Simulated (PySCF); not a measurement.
C₄H₁₂Si (SMILES C[Si](C)(C)C), singlet, geometry from GFN2-xTB. Base run: PySCF with DF-PBE0/STO-3G.

Input for PySCF:
```python
from pyscf import gto, scf, dft

mol = gto.Mole()
mol.atom = '''
    C    -0.41778104   -1.21418858   -1.41267705
    Si    0.00000000    0.00000000   -0.00000000
    C     0.00554135    1.78528707   -0.67614402
    C    -1.31041007   -0.15385282    1.37971233
    C     1.72264977   -0.41724567    0.70910873
    H    -1.39396412   -1.00424407   -1.83950537
    H    -0.42931030   -2.24160426   -1.06128465
    H     0.30997764   -1.15221546   -2.21624356
    H     0.24035806    2.50337027    0.10386249
    H    -0.96211391    2.05565595   -1.08813490
    H     0.74182785    1.90768456   -1.46487309
    H    -2.30457514    0.07745214    1.00913662
    H    -1.33992132   -1.15990805    1.78735734
    H    -1.10210317    0.52516646    2.20113401
    H     1.75423943   -1.42860695    1.10324445
    H     2.49352738   -0.33921814   -0.05171446
    H     1.99205759    0.25646756    1.51702112
'''
mol.basis = 'sto-3g'
mol.verbose = 4
mol.build()

mf = dft.RKS(mol)
mf.xc = 'pbe0'
mf = mf.density_fit(auxbasis='def2-universal-jkfit')
mf.kernel()
mf.analyze()
```

The base run was repeated with changes; each row names its change, and settings that it needs were set with it.

```
change                 basis functions      E (Eh)  HOMO (eV)  HOMO-LUMO gap (eV)  core-seconds (rough)
---------------------  ---------------  ----------  ---------  ------------------  --------------------
base                                41  -443.67654      -6.77               15.02                     5
basis = pcseg-0                     73  -448.10480      -8.59               10.38                     7
basis = 6-31G                       73           …          …                   …                     7
basis = def2-SV(P)                  98  -448.62193      -8.29                9.83                     9
basis = 6-31+G*                      …           …          …                   …                    10
basis = cc-pVDZ                    134  -448.85684      -8.19                9.79                    10
basis = pc-1                       134           …          …                   …                    10
basis = cc-pV(D+d)Z                  …           …          …                   …                    10
basis = def2-SVPD                  200  -448.66390      -8.33                8.86                    20
basis = 6-311+G(2d,p)              215  -448.91804      -8.32                8.29                    20
basis = aug-pcseg-1                227  -448.82186      -8.34                8.12                    20
basis = aug-cc-pVDZ                227  -448.87039      -8.28                8.10                    20
basis = def2-TZVP                  233  -448.93076      -8.29                9.20                    20
```

Task: Fill in the missing entries.

Result: 
- basis = 6-31G, E (Eh): -448.77849
- basis = 6-31G, HOMO (eV): -8.18
- basis = 6-31G, HOMO-LUMO gap (eV): 10.60
- basis = 6-31+G*, basis functions: 118
- basis = 6-31+G*, E (Eh): -448.84210
- basis = 6-31+G*, HOMO (eV): -8.27
- basis = 6-31+G*, HOMO-LUMO gap (eV): 8.22
- basis = pc-1, E (Eh): -448.82982
- basis = pc-1, HOMO (eV): -8.36
- basis = pc-1, HOMO-LUMO gap (eV): 9.57
- basis = cc-pV(D+d)Z, basis functions: 139
- basis = cc-pV(D+d)Z, E (Eh): -448.86516
- basis = cc-pV(D+d)Z, HOMO (eV): -8.20
- basis = cc-pV(D+d)Z, HOMO-LUMO gap (eV): 9.80

Totals compare only among sets that treat the same electrons; sets with core potentials leave the core out.
